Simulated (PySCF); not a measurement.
Computed spectra and the visible range. Vertical TDDFT excitations of isolated species (PySCF; the level stands beside each; core orbitals frozen in the response), one conformer each, no solvent. Atoms past krypton carry core potentials; spin–orbit coupling is left out.

1. `[H]/N=C/C=C\C(=O)OC`
2. `Clc1pcpcp1`
3. `CC[C@H]([SiH3])[SiH2]C`
4. `[SiH3]C(=C=S)CCl`
5. `N#CCC(=O)[SiH3]`
6. `[In]([Br])([Cl])[Cl]`

Question: For which of them does the calculation put a singlet between 380 and 750 nm?

Answer: 4.

1. (B3LYP/def2-SVPD on a GFN2-xTB geometry) 345 nm (f 0.000); 274 nm (f 0.000); 231 nm (f 0.560); 216 nm (f 0.076); 198 nm (f 0.000). No computed singlet lies in the visible range (380 to 750 nm); the lowest, at 345 nm, stands 0.34 eV above its violet end (3.26 eV); a Tamm–Dancoff triplet lies at 400 nm, without intensity as long as spin–orbit coupling is left out.
2. (CAM-B3LYP/def2-SVPD on a GFN2-xTB geometry) 341 nm (f 0.008); 311 nm (f 0.027); 309 nm (f 0.000); 300 nm (f 0.002); 299 nm (f 0.000). No computed singlet lies in the visible range (380 to 750 nm); the lowest, at 341 nm, stands 0.38 eV above its violet end (3.26 eV); a Tamm–Dancoff triplet lies at 494 nm, without intensity as long as spin–orbit coupling is left out.
3. (PBE0/def2-SVPD on a GFN2-xTB geometry) 172 nm (f 0.006); 165 nm (f 0.081); 159 nm (f 0.006); 156 nm (f 0.038); 155 nm (f 0.089).
4. (PBE0/def2-SVPD on a GFN2-xTB geometry) 463 nm (f 0.000); 256 nm (f 0.016); 235 nm (f 0.004); 225 nm (f 0.071); 214 nm (f 0.021). S1 lies in the visible range (380 to 750 nm), at 463 nm, dark in the vertical dipole picture (f under 0.0005); light of that wavelength is blue, and its complementary colour is yellow; a Tamm–Dancoff triplet lies at 529 nm, without intensity as long as spin–orbit coupling is left out.
5. (wB97X-D/def2-SVPD on a GFN2-xTB geometry) 350 nm (f 0.001); 181 nm (f 0.013); 174 nm (f 0.013); 172 nm (f 0.017); 165 nm (f 0.039). No computed singlet lies in the visible range (380 to 750 nm); the lowest, at 350 nm, stands 0.28 eV above its violet end (3.26 eV); a Tamm–Dancoff triplet lies at 423 nm, without intensity as long as spin–orbit coupling is left out.
6. (wB97X-D/def2-SVPD on a PBE0-D3(BJ)/def2-SVP geometry) 260 nm (f 0.017); 255 nm (f 0.003); 238 nm (f 0.031); 236 nm (f 0.000); 233 nm (f 0.078).
